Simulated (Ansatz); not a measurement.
Species: C3H9Al, SMILES `[CH3][Al]([CH3])[CH3]` (charge 0, multiplicity 1), formula C₃H₉Al.

Task: How many basis functions does frozen-core CCSD(T)/cc-pVTZ // r2SCAN-D4/def2-TZVP (Ansatz, a quantum-chemistry and plane-wave program) use, how many core orbitals are frozen, and how many electrons are correlated?

Result: 250 basis functions and 8 frozen orbitals, which leaves 24 correlated electrons. Core time is of the order of minutes.
